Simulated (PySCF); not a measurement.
Ga(H)2(SiH3) (GaH5Si), SMILES [SiH3][GaH2]. Heavy atoms are numbered as in [GaH2:1][SiH3:4]. Hydrogens are named by the atom that carries them.

Coordinates come from a PBE0-D3(BJ)/def2-TZVP optimisation.

Computed with KT2/pcSseg-2 (PySCF).

GIAO shieldings, no solvent; atoms alike by connectivity are averaged. δ = σ(ref) − σ: ¹H against TMS (σ = 31.47 ppm); ²⁹Si against TMS (σ = 351.7 ppm), references at their B3LYP-D3(BJ)/def2-TZVP geometries, non-relativistic.

```
nucleus       atoms  count  δ (ppm)
-------  ----------  -----  -------
¹H         H on Ga1      2     7.82
¹H         H on Si4      3     3.76
²⁹Si     Si4 (SiH3)      1   -118.9
```
